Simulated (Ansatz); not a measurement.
**Molecular dynamics of CH5FGe**

The input (input.yaml):

```yaml
crystal:
  periodic: [false, false, false]
  atoms:
    - { symbol: Ge, position_ang: [-0.830862, 0.086114, 0.363489] }
    - { symbol: F, position_ang: [0.869009, -1.054251, 1.17054] }
    - { symbol: C, position_ang: [0.448419, 0.391487, -0.895316] }
    - { symbol: H, position_ang: [1.12019, -0.590088, 0.278683] }
    - { symbol: H, position_ang: [-1.038677, 0.974642, 1.582041] }
    - { symbol: H, position_ang: [-1.79572, -1.090113, 0.305684] }
    - { symbol: H, position_ang: [0.331865, -0.099184, -1.859328] }
    - { symbol: H, position_ang: [0.895777, 1.381493, -0.945692] }
basis:
  gaussian: { orbitals: def2-SVP }
hamiltonian:
  xc: { name: BHLYP }
  dispersion: d4
md:
  timestep: 0.5
  n_steps: 200
  ensemble: nve
  temperature: 100.0
  initial_velocities: maxwell_boltzmann
  seed: 3319
```

Run as:

```bash
$ ansatz run input.yaml --threads 2 --pin off --max-ram 3072MiB --backend cpu --events-out ev --progress --plain --runs-dir out
```

It starts at the highest image of a converged band. Of that band: Neighbouring images differ by up to 1.8 eV, so the band resolves the path poorly. A vibrational analysis at the climbing image gives one clearly imaginary mode, 554i cm⁻¹: a first-order saddle point.

Output, in part (step lines, the closing report, with atoms numbered from 0):

```
md step     0: t =     0.00 fs  T =   100.0 K  F+E_penalty+E_count = -60339.20057445 eV  E_kin = 0.077556 eV  conserved = -60339.12301845 eV  (27 SCF iters)
md step     1: t =     0.50 fs  T =    97.6 K  F+E_penalty+E_count = -60339.19868325 eV  E_kin = 0.075686 eV  conserved = -60339.12299712 eV  (25 SCF iters)
md step     2: t =     1.00 fs  T =    90.6 K  F+E_penalty+E_count = -60339.19315821 eV  E_kin = 0.070233 eV  conserved = -60339.12292480 eV  (25 SCF iters)
md step     3: t =     1.50 fs  T =    80.4 K  F+E_penalty+E_count = -60339.18515727 eV  E_kin = 0.062339 eV  conserved = -60339.12281862 eV  (25 SCF iters)
md step     4: t =     2.00 fs  T =    69.2 K  F+E_penalty+E_count = -60339.17636175 eV  E_kin = 0.053656 eV  conserved = -60339.12270588 eV  (25 SCF iters)
md step     5: t =     2.50 fs  T =    59.2 K  F+E_penalty+E_count = -60339.16854513 eV  E_kin = 0.045928 eV  conserved = -60339.12261683 eV  (25 SCF iters)
md step     6: t =     3.00 fs  T =    52.3 K  F+E_penalty+E_count = -60339.16311130 eV  E_kin = 0.040538 eV  conserved = -60339.12257289 eV  (25 SCF iters)
md step     7: t =     3.50 fs  T =    49.2 K  F+E_penalty+E_count = -60339.16075889 eV  E_kin = 0.038178 eV  conserved = -60339.12258116 eV  (25 SCF iters)
[... lines left out ...]
Total energy: -60339.32696176 eV, -2217.4293663799 hartree
Atom 0 at    -0.929673     0.180306     0.266287 Å, force    -0.526824    -0.399762     0.901540 eV/Å
Atom 1 at     1.410821    -1.530904     1.615324 Å, force    -0.055267     0.070201    -0.043586 eV/Å
Atom 2 at     0.163726     0.590231    -1.045527 Å, force     0.801891     0.137456    -0.650593 eV/Å
Atom 3 at     1.510281    -1.006571     0.868161 Å, force    -0.007298     0.008410    -0.091457 eV/Å
Atom 4 at    -0.891509     0.982417     1.593543 Å, force    -0.102764    -0.271173    -0.500189 eV/Å
Atom 5 at    -1.872424    -1.064615     0.285260 Å, force     0.447197     0.633318    -0.085246 eV/Å
Atom 6 at     0.230239     0.037321    -1.990310 Å, force    -0.176385     0.132302     0.393771 eV/Å
Atom 7 at     0.836946     1.456977    -0.984791 Å, force    -0.380549    -0.310754     0.075759 eV/Å
Dipole moment:    -0.148635     0.193310    -0.187220 e Å
```

The steps, from the saved trajectory:

```json
{"time (fs)": "0.0", "T (K)": "100", "potential energy less start (eV)": "0.000", "conserved less start (meV/atom)": "0.00"}
{"time (fs)": "3.0", "T (K)": "52", "potential energy less start (eV)": "0.037", "conserved less start (meV/atom)": "0.06"}
{"time (fs)": "6.0", "T (K)": "66", "potential energy less start (eV)": "0.027", "conserved less start (meV/atom)": "0.02"}
{"time (fs)": "9.0", "T (K)": "44", "potential energy less start (eV)": "0.043", "conserved less start (meV/atom)": "0.03"}
{"time (fs)": "12.0", "T (K)": "27", "potential energy less start (eV)": "0.057", "conserved less start (meV/atom)": "0.05"}
{"time (fs)": "15.0", "T (K)": "67", "potential energy less start (eV)": "0.026", "conserved less start (meV/atom)": "0.00"}
{"time (fs)": "18.0", "T (K)": "34", "potential energy less start (eV)": "0.052", "conserved less start (meV/atom)": "0.06"}
{"time (fs)": "21.0", "T (K)": "82", "potential energy less start (eV)": "0.014", "conserved less start (meV/atom)": "0.01"}
{"time (fs)": "24.0", "T (K)": "73", "potential energy less start (eV)": "0.021", "conserved less start (meV/atom)": "0.04"}
{"time (fs)": "27.0", "T (K)": "73", "potential energy less start (eV)": "0.021", "conserved less start (meV/atom)": "0.04"}
{"time (fs)": "30.0", "T (K)": "116", "potential energy less start (eV)": "-0.012", "conserved less start (meV/atom)": "0.01"}
{"time (fs)": "33.0", "T (K)": "96", "potential energy less start (eV)": "0.003", "conserved less start (meV/atom)": "0.06"}
{"time (fs)": "36.0", "T (K)": "157", "potential energy less start (eV)": "-0.044", "conserved less start (meV/atom)": "0.01"}
{"time (fs)": "39.0", "T (K)": "150", "potential energy less start (eV)": "-0.038", "conserved less start (meV/atom)": "0.04"}
{"time (fs)": "42.0", "T (K)": "173", "potential energy less start (eV)": "-0.056", "conserved less start (meV/atom)": "0.04"}
{"time (fs)": "45.0", "T (K)": "220", "potential energy less start (eV)": "-0.093", "conserved less start (meV/atom)": "0.01"}
{"time (fs)": "48.0", "T (K)": "203", "potential energy less start (eV)": "-0.079", "conserved less start (meV/atom)": "0.06"}
{"time (fs)": "51.0", "T (K)": "260", "potential energy less start (eV)": "-0.124", "conserved less start (meV/atom)": "0.01"}
{"time (fs)": "54.0", "T (K)": "249", "potential energy less start (eV)": "-0.115", "conserved less start (meV/atom)": "0.05"}
{"time (fs)": "57.0", "T (K)": "277", "potential energy less start (eV)": "-0.137", "conserved less start (meV/atom)": "0.03"}
{"time (fs)": "60.0", "T (K)": "304", "potential energy less start (eV)": "-0.158", "conserved less start (meV/atom)": "0.02"}
{"time (fs)": "63.0", "T (K)": "281", "potential energy less start (eV)": "-0.140", "conserved less start (meV/atom)": "0.05"}
{"time (fs)": "66.0", "T (K)": "326", "potential energy less start (eV)": "-0.175", "conserved less start (meV/atom)": "0.01"}
{"time (fs)": "69.0", "T (K)": "303", "potential energy less start (eV)": "-0.157", "conserved less start (meV/atom)": "0.05"}
{"time (fs)": "72.0", "T (K)": "332", "potential energy less start (eV)": "-0.180", "conserved less start (meV/atom)": "0.02"}
{"time (fs)": "75.0", "T (K)": "342", "potential energy less start (eV)": "-0.188", "conserved less start (meV/atom)": "0.02"}
{"time (fs)": "78.0", "T (K)": "320", "potential energy less start (eV)": "-0.170", "conserved less start (meV/atom)": "0.05"}
{"time (fs)": "81.0", "T (K)": "350", "potential energy less start (eV)": "-0.194", "conserved less start (meV/atom)": "0.01"}
{"time (fs)": "84.0", "T (K)": "305", "potential energy less start (eV)": "-0.159", "conserved less start (meV/atom)": "0.05"}
{"time (fs)": "87.0", "T (K)": "315", "potential energy less start (eV)": "-0.166", "conserved less start (meV/atom)": "0.02"}
{"time (fs)": "90.0", "T (K)": "306", "potential energy less start (eV)": "-0.159", "conserved less start (meV/atom)": "0.03"}
{"time (fs)": "93.0", "T (K)": "294", "potential energy less start (eV)": "-0.150", "conserved less start (meV/atom)": "0.04"}
{"time (fs)": "96.0", "T (K)": "316", "potential energy less start (eV)": "-0.168", "conserved less start (meV/atom)": "0.01"}
{"time (fs)": "99.0", "T (K)": "270", "potential energy less start (eV)": "-0.132", "conserved less start (meV/atom)": "0.05"}
```

All steps were run. The conserved energy stayed within 0.061 meV per atom of its start (net change 0.057 meV per atom), so the integration is sound. The system heated up, since it started high on the potential surface and ran downhill. A run of 0.1 ps of so small a system gives no equilibrium averages. The orbitals stay closed-shell, which can raise the energy where a bond breaks towards radicals; this wasn't checked here.

The step under study would form F2–H4 and break Ge1–F2, C3–H4. These pairs go: F2–H4 1.04 → 0.92 Å, Ge1–F2 2.20 → 3.20 Å, C3–H4 1.67 → 2.83 Å. In the last frame they stand as after the step (other bonds may differ from the relaxed reactants and products). It ends as CH4Ge + FH. Pairs count as bonded within 1.25 times the sum of covalent radii (0.12 Å more for H–H).

Last frame:

```xyz
8
Properties=species:S:1:pos:R:3
Ge -0.930 0.180 0.266
F 1.411 -1.531 1.615
C 0.164 0.590 -1.046
H 1.510 -1.007 0.868
H -0.891 0.982 1.593
H -1.872 -1.065 0.285
H 0.230 0.037 -1.990
H 0.837 1.457 -0.985
```

Run time: 4.2 min on 2 threads of Intel(R) Xeon(R) Platinum 8488C (Sapphire Rapids), on a shared host, peak memory 0.19 GiB.
